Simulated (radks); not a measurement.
The numbers below are computed, except where a source is named.
Charge is removed step by step from the 4p down level of Zr+, starting from [Ar] 3d10 4s2 4p(up 3, down 3) 4d2 5s1. Code: a radial shooting solver on a logarithmic mesh with Libxc functionals. Model: non-relativistic Kohn-Sham, PBEsol, spin-polarised, spherical densities, point nucleus; open shells are filled with parallel spins first (spin-orbit coupling, left out, can overturn this in heavy ions); relativity is left out, which matters for an element this heavy.

removed (e)  E - E(0) (eV)  eigenvalue (eV)  E minus straight line (eV)
0                    0.000          -37.994                       0.000
0.125                4.838          -39.417                      -0.651
0.25                 9.855          -40.869                      -1.123
0.375               15.056          -42.348                      -1.411
0.5                 20.444          -43.852                      -1.513
0.625               26.020          -45.378                      -1.425
0.75                31.789          -46.925                      -1.145
0.875               37.752          -48.491                      -0.671
1                   43.912          -50.076                       0.000

Removing the whole electron costs 43.912 eV by Delta-SCF, against 37.994 eV from minus the eigenvalue at the starting occupation. Slater's transition state (half an electron removed) gives 43.852 eV. Integrating minus the eigenvalue over the occupation (Janak's theorem) gives 43.912 eV. The mean slope of the eigenvalue, de/dn, is 12.1 eV per electron.
